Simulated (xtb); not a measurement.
C$_{6}$H$_{13}$BO$_{2}$, triplet, at the geometry of the source list (a higher spin typed on purpose: for a closed-shell molecule this is an excited state). Base run: GFN2-xTB run with xtb 6.7.1.

The xtb input:
```
$ xtb mol.xyz --gfn 2 --uhf 2 --json

# file mol.xyz
22

C     -1.74100000     0.14790000     0.87670000
C     -0.73420000     0.17360000    -0.27980000
C     -1.11520000    -0.90550000    -1.29170000
O     -0.84600000     1.45790000    -0.89890000
B      0.23980000     2.19760000    -0.57270000
O      1.16880000     1.50510000     0.12750000
C      0.76720000     0.13510000     0.20020000
C      0.97620000    -0.37300000     1.62570000
C      1.68520000    -0.64730000    -0.74660000
H     -2.73590000     0.31720000     0.47170000
H     -1.52780000     0.94630000     1.58300000
H     -1.72560000    -0.80950000     1.38870000
H     -2.16030000    -0.77830000    -1.56210000
H     -0.52370000    -0.82320000    -2.19740000
H     -0.98180000    -1.89250000    -0.85870000
H      0.36130000     3.31530000    -0.86530000
H      0.45630000     0.24960000     2.34620000
H      2.03870000    -0.33580000     1.85710000
H      0.63340000    -1.40100000     1.71430000
H      1.60370000    -0.25880000    -1.75880000
H      2.71370000    -0.51380000    -0.41920000
H      1.44740000    -1.70690000    -0.74000000
```

Variants of this job, named by their change:

```json
[
 {"change": "base", "ΔE vs base (mEh)": "0.000", "dipole (D)": "4.00", "G_solv (kcal/mol)": "-", "SCF cycles": "18"},
 {"change": "gbsa = water", "ΔE vs base (mEh)": "-7.957", "dipole (D)": "6.52", "G_solv (kcal/mol)": "-7.93", "SCF cycles": "16"},
 {"change": "alpb = cs2", "ΔE vs base (mEh)": "-9.815", "dipole (D)": "4.46", "G_solv (kcal/mol)": "-6.26", "SCF cycles": "19"},
 {"change": "etemp = 3000", "ΔE vs base (mEh)": "-12.225", "dipole (D)": "3.87", "G_solv (kcal/mol)": "-", "SCF cycles": "14"},
 {"change": "etemp = 5000", "ΔE vs base (mEh)": "-27.072", "dipole (D)": "4.09", "G_solv (kcal/mol)": "-", "SCF cycles": "13"}
]
```

ALPB and GBSA are two models with their own fitted parameters for each solvent, which aren't always the measured dielectric constant.
